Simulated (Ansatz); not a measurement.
`CBOC(C)=O` + H₂ → `BOC(C)=O` + CH₄ at 500 K and 1 bar (hydrogenolysis of a B–C bond).

Program: Ansatz. Geometries: PBE0-D4/def2-TZVP. ΔE: electronic, gas phase. CBS: MP2 limit from def2 TZ/QZ plus the TZ coupled-cluster correction, frozen cores. This one scheme is used for every species. Each species was taken in one conformer, which may not be the lowest.

```json
{"species": "`CBOC(C)=O`", "CCSD(T)/CBS energy (Eh)": "-293.56968", "H − E (kJ/mol)": "316.8", "S (J/(mol·K))": "432.5"}
{"species": "H₂", "CCSD(T)/CBS energy (Eh)": "-1.17544", "H − E (kJ/mol)": "41.0", "S (J/(mol·K))": "145.5"}
{"species": "`BOC(C)=O`", "CCSD(T)/CBS energy (Eh)": "-254.28820", "H − E (kJ/mol)": "231.9", "S (J/(mol·K))": "373.6"}
{"species": "CH₄", "CCSD(T)/CBS energy (Eh)": "-40.46206", "H − E (kJ/mol)": "135.6", "S (J/(mol·K))": "206.8"}
```

H − E and S are ideal-gas, rigid-rotor, harmonic terms from PBE0-D4/def2-TZVP, for one conformer and one mirror image of each species. For small species the MP2-based limit differs from directly extrapolated CCSD(T) by up to some mEh (0.8 for H₂); such offsets cancel only in part. 1 Eh = 2625.50 kJ/mol, R = 8.31446 J/(mol·K).

Problem. By hand: ΔE, ΔH, ΔS and ΔG.

Solution. ΔE = (-254.28820) + (-40.46206) − (-293.56968) − (-1.17544) = -0.00514 Eh = -13.5 kJ/mol. Δ(H − E) = 231.9 + 135.6 − 316.8 − 41.0 = 9.7, so ΔH = -3.8 kJ/mol. ΔS = 373.6 + 206.8 − 432.5 − 145.5 = 2.4 J/(mol·K). ΔG = -3.8 − 500 × (2.4)/1000 = -5.0 kJ/mol.

Problem. By hand: the equilibrium constant, and the temperature at which ΔG would vanish if ΔH and ΔS stayed fixed.

Solution. log₁₀ K = −ΔG/(RT ln 10) = 0.5. ΔH and −TΔS have one sign here, so there is no such temperature.

The number of gas molecules stays the same, so ΔS is small and ΔH decides. The sign of ΔG lies within the doubt. A doubt of 5 kJ/mol in ΔE shifts log₁₀ K by 0.5 here. Other conformers and mirror images would add mixing entropy, several J/(mol·K) or more a flexible species. These are equilibria of isolated gas molecules and say nothing of rates. Largest T1 diagnostic: 0.015 (customary marks: 0.02 for closed shells, 0.045 for open ones).

ΔS is within the doubt of such terms, so its sign, and with it that verdict, could turn.
